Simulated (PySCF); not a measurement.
Compound: C₂H₉AlO.
Atom-mapped SMILES: `[CH3:1][O+:2]([CH3:3])[AlH3-:4]` (hydrogens: H5, H6, H7 on C1; H8, H9, H10 on C3; H11, H12, H13 on Al4)

Method: PBE0-D3(BJ)/def2-SVP geometry optimisation, gas phase in PySCF; density fitting, grid level 1; the optimiser is geomeTRIC in internal coordinates, started from a GFN2-xTB structure with every atom displaced at random (about 0.03 Å).

Step 4: E = -10850.9906 eV
```
atom  x, y, z in Å  |  force x, y, z in eV/Å
C1     -0.3681    1.4333    0.1584   -0.037  -0.051  -0.021
O2     -0.1019    0.0407    0.1889    0.105   0.015   0.048
C3     -1.2444   -0.7920    0.2603   -0.083   0.022  -0.033
Al4     1.7286   -0.6960   -0.1662   -0.023   0.016  -0.007
H5     -0.9794    1.6855   -0.7239    0.014   0.005   0.019
H6     -0.8938    1.7329    1.0793   -0.014   0.002  -0.014
H7      0.5987    1.9483    0.1050    0.002  -0.010   0.004
H8     -1.8794   -0.6500   -0.6296    0.011   0.002  -0.004
H9     -0.8916   -1.8295    0.3030    0.017   0.008   0.019
H10    -1.8233   -0.5595    1.1687    0.013  -0.004   0.003
H11     1.5656   -2.0828    0.6238   -0.003  -0.004   0.001
H12     1.7372   -0.7717   -1.7693    0.000   0.001  -0.010
H13     2.5735    0.4896    0.5098   -0.001  -0.001  -0.004
```

Step 5: E = -10850.9914 eV
```
atom  x, y, z in Å  |  force x, y, z in eV/Å
C1     -0.3678    1.4320    0.1596    0.006  -0.068   0.002
O2     -0.0968    0.0395    0.1947    0.006   0.060   0.057
C3     -1.2425   -0.7903    0.2613   -0.031  -0.011  -0.004
Al4     1.7268   -0.6962   -0.1678   -0.007  -0.006  -0.015
H5     -0.9708    1.6812   -0.7275   -0.005   0.007  -0.025
H6     -0.9058    1.7308    1.0734   -0.002  -0.003  -0.002
H7      0.5979    1.9495    0.1148    0.006  -0.001   0.010
H8     -1.8712   -0.6495   -0.6324   -0.002   0.003  -0.017
H9     -0.8912   -1.8281    0.3106    0.009   0.005   0.008
H10    -1.8243   -0.5548    1.1669    0.005   0.003  -0.003
H11     1.5655   -2.0851    0.6207    0.001   0.004  -0.004
H12     1.7290   -0.7687   -1.7711    0.002  -0.003  -0.012
H13     2.5730    0.4886    0.5049    0.011   0.007   0.004
```

Step 6: E = -10850.9925 eV
```
atom  x, y, z in Å  |  force x, y, z in eV/Å
C1     -0.3664    1.4306    0.1628    0.021  -0.059  -0.006
O2     -0.0916    0.0391    0.2097   -0.095   0.069   0.065
C3     -1.2408   -0.7894    0.2644    0.050  -0.025   0.026
Al4     1.7217   -0.6945   -0.1713    0.027  -0.032  -0.040
H5     -0.9489    1.6753   -0.7392    0.002   0.004  -0.029
H6     -0.9290    1.7295    1.0613    0.007   0.001   0.009
H7      0.5991    1.9495    0.1395    0.003   0.013   0.011
H8     -1.8548   -0.6534   -0.6395   -0.016  -0.001  -0.022
H9     -0.8884   -1.8261    0.3281   -0.005  -0.001  -0.009
H10    -1.8320   -0.5479    1.1621   -0.011   0.013  -0.011
H11     1.5672   -2.0874    0.6123    0.003   0.009  -0.001
H12     1.7095   -0.7640   -1.7758    0.000  -0.001  -0.003
H13     2.5763    0.4878    0.4937    0.016   0.011   0.010
```

Step 7: E = -10850.9942 eV
```
atom  x, y, z in Å  |  force x, y, z in eV/Å
C1     -0.3638    1.4276    0.1700    0.047  -0.028  -0.012
O2     -0.0837    0.0387    0.2434   -0.216   0.064   0.075
C3     -1.2374   -0.7887    0.2719    0.137  -0.036   0.053
Al4     1.7129   -0.6920   -0.1797    0.080  -0.053  -0.069
H5     -0.9003    1.6625   -0.7628    0.005   0.001  -0.031
H6     -0.9749    1.7292    1.0350    0.014   0.004   0.017
H7      0.5995    1.9507    0.1922   -0.002   0.024   0.009
H8     -1.8201   -0.6642   -0.6537   -0.028  -0.009  -0.022
H9     -0.8855   -1.8235    0.3639   -0.019  -0.008  -0.027
H10    -1.8527   -0.5334    1.1487   -0.029   0.021  -0.020
H11     1.5747   -2.0909    0.5962    0.004   0.011   0.001
H12     1.6663   -0.7528   -1.7857   -0.007   0.000   0.011
H13     2.5871    0.4854    0.4686    0.013   0.009   0.014
```

Q: Estimate the geometry and energy of step 8. (The exact step hangs on the optimiser's Hessian estimate; all steps are aligned on step 7, rigid shifts and turns removed.)

A: E = -10850.9965 eV, largest force 0.313 eV/Å
```
atom  x, y, z in Å  |  force x, y, z in eV/Å
C1     -0.3603    1.4233    0.1803    0.080   0.030  -0.017
O2     -0.0756    0.0386    0.2915   -0.302   0.043   0.072
C3     -1.2324   -0.7878    0.2824    0.190  -0.051   0.063
Al4     1.7030   -0.6893   -0.1917    0.118  -0.055  -0.082
H5     -0.8312    1.6443   -0.7911    0.008  -0.005  -0.021
H6     -1.0326    1.7295    0.9965    0.016   0.004   0.020
H7      0.5959    1.9537    0.2633   -0.007   0.030   0.001
H8     -1.7707   -0.6815   -0.6720   -0.029  -0.014  -0.014
H9     -0.8844   -1.8199    0.4122   -0.030  -0.016  -0.037
H10    -1.8845   -0.5131    1.1257   -0.035   0.021  -0.024
H11     1.5885   -2.0952    0.5747    0.002   0.011   0.002
H12     1.6026   -0.7355   -1.7972   -0.015   0.002   0.022
H13     2.6037    0.4816    0.4336    0.002   0.000   0.014
```

The energy changes by -0.0023 eV. The first-order estimate −F·Δx gives -0.0032 eV and the mean of the old and new forces, exact on a quadratic surface, -0.0024 eV. The step makes an angle of 87° with the force vector and moves no atom by more than 0.077 Å.

The cost below is that of the whole optimisation. The run took 42 s on an Arm Neoverse V1 with one thread, shared host with 32 logical CPUs at a one-minute load of 13, and the process peaked at 0.42 GiB of memory.
